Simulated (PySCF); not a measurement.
Computed with PBE-D3(BJ)/def2-TZVP // B3LYP-D3(BJ)/def2-SVP (PySCF). All species are isolated molecules in the gas phase. One relaxed conformer stands for a flexible species; it need not be the lowest. Excitations are Tamm–Dancoff values on a coarser integration grid. The basis has no diffuse functions, so Rydberg states are missing or too high.

Reference species (SMILES): `[SH][GeH2][GeH2][GeH2][GeH2][SH]` (neutral, multiplicity 1).

```
Quantity                                       Value
-------------------------------------------  -------
S1 oscillator strength                         0.323
HOMO–LUMO gap                                3.78 eV
brightest of the four lowest singlets (TDA)  4.10 eV
```

After one change: the S1 oscillator strength increases by 0.236; the HOMO–LUMO gap decreases by 0.17 eV; the brightest of the four lowest singlets (TDA) falls by 0.23 eV.

Name the change that produced these shifts. The new species is one of these.
A. `[SH][GeH2][GeH2][SH]`
B. `[SH][GeH2][GeH2][GeH2][SH]`
C. `[SH][GeH2][GeH2][GeH2][GeH2][GeH2][GeH2][SH]`
D. `[SH][GeH2][GeH2][GeH2][GeH2][GeH2][SH]`

C, `[SH][GeH2][GeH2][GeH2][GeH2][GeH2][GeH2][SH]`
